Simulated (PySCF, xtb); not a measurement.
AlH3, SMILES [AlH3].

xtb with GFN2-xTB at its own geometry gives an orbital gap of 5.32 eV and a dipole moment of 0.00 D.

The structure is a stationary point at ωB97X-D3(BJ)/def2-TZVPD. The isomer is the one that the SMILES or the coordinates give; other isomers of the formula were not compared.

### Question
What does B3LYP/def2-TZVPD in PySCF give? (The exact figures need the calculation; the answer reports its results.)

### Answer
gap 6.42 eV (levels -8.40 and -1.98 eV), dipole 0.00 D.
